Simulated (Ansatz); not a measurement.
`CBB(C)[SiH3]` + `N[SiH3]` → `CBN[SiH3]` + `CB[SiH3]`  (cleavage of the B–B bond)

Gas-phase electronic energies from Ansatz, PBE0-D4/def2-TZVP geometries. CCSD(T)/CBS is the MP2 limit (def2-TZVPP, def2-QZVPP) plus CCSD(T) − MP2 in def2-TZVPP, frozen cores. This one scheme is used for every species. Functionals use def2-TZVPP. Each species was taken in one conformer, which may not be the lowest.

| species | r2SCAN energy (Eh) |
| --- | --- |
| `CBB(C)[SiH3]` | -421.32070 |
| `N[SiH3]` | -347.23951 |
| `CBN[SiH3]` | -412.02651 |
| `CB[SiH3]` | -356.58223 |

Task: Work out ΔE.

Result: ΔE = (-412.02651) + (-356.58223) − (-421.32070) − (-347.23951) = -0.04853 Eh = -127.4 kJ/mol. CCSD(T)/CBS gives -136.4 kJ/mol.

Largest T1 diagnostic among the species: 0.013.

From PBE to PBE0 (25 % exact exchange), in def2-TZVPP and without D4, ΔE moves by −5.8 kJ/mol. In def2-TZVPP, CCSD(T) changes the Hartree–Fock value by +9.2 kJ/mol (the triples alone add +0.8 kJ/mol) and MP2 by +5.9 kJ/mol.
